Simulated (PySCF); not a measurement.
# Static response to an electric field

C8H10.
SMILES with atom numbers: `[CH3:1][CH2:2][CH:3]=[C:4]1[CH:5]=[CH:6][CH:7]=[CH:8]1` (hydrogens: H9, H10, H11 on C1; H12, H13 on C2; H14 on C3; H15 on C5; H16 on C6; H17 on C7; H18 on C8)

Geometry (GFN2-xTB, Å), atoms numbered from 1 in this order:
```
atom  x, y, z in Å
C1    -2.818    0.104    0.213
C2    -1.704   -0.747   -0.400
C3    -0.638    0.119   -0.974
C4     0.660    0.122   -0.637
C5     1.676    1.008   -1.202
C6     2.853    0.731   -0.615
C7     2.657   -0.341    0.346
C8     1.362   -0.707    0.338
H9    -2.424    0.707    1.028
H10   -3.246    0.770   -0.532
H11   -3.609   -0.532    0.603
H12   -1.292   -1.417    0.355
H13   -2.129   -1.358   -1.203
H14   -0.977    0.824   -1.726
H15    1.473    1.746   -1.955
H16    3.800    1.204   -0.802
H17    3.442   -0.754    0.953
H18    0.904   -1.473    0.934
```

Level: CAM-B3LYP/def2-SVPD (PySCF), static field, nuclei fixed, core orbitals frozen in the response. The polarisability tensor in these axes (au):

```
x   142.26   6.49   7.57
y     6.49  75.95 -10.37
z     7.57 -10.37  75.37
```

Question: Give the principal values, the mean and the anisotropy Δα = √{½[(α1 − α2)² + (α2 − α3)² + (α1 − α3)²]}.

Answer: Principal values 64.02, 86.03 and 143.53 au; mean 97.86 au = 14.50 Å³ = 16.13 × 10⁻⁴⁰ C²·m²/J; Δα = 71.11 au (73 % of the mean).

Question: What is the dipole moment, and where does it point?

Answer: (-1.46, -0.19, -0.11) D, 1.48 D in size, pointing from the negative to the positive side. Measured along this direction, the outermost atoms are H16 at the negative end and H11 at the positive end.

Question: Estimate the molar refractivity from the static electronic polarisability.

Answer: Lorentz–Lorenz: R = (4π/3)N_A α = 2.5225 cm³/(mol·Å³) × 14.50 Å³ = 36.6 cm³/mol, in the limit of long wavelengths.

Question: Give the principal axes and the span of the nuclei along them.

Answer: Largest value along (0.99, 0.08, 0.10), where the nuclei span 7.35 Å; middle along (0.01, 0.72, -0.69), 4.33 Å; least along (-0.13, 0.69, 0.71), 3.05 Å. The response follows the extents in order.

Question: Find the Langevin capture rate constant for H3+ (3.023 u) meeting this molecule (106.078 u), k = 2.342 × 10⁻⁹ cm³/s × √(α in Å³ / reduced mass in u).

Answer: The reduced mass is 2.94 u, so k = 5.20 × 10⁻⁹ cm³/s. The formula leaves out the permanent dipole, which adds to the capture rate.

Geometry: GFN2-xTB, one conformer, isolated molecule.
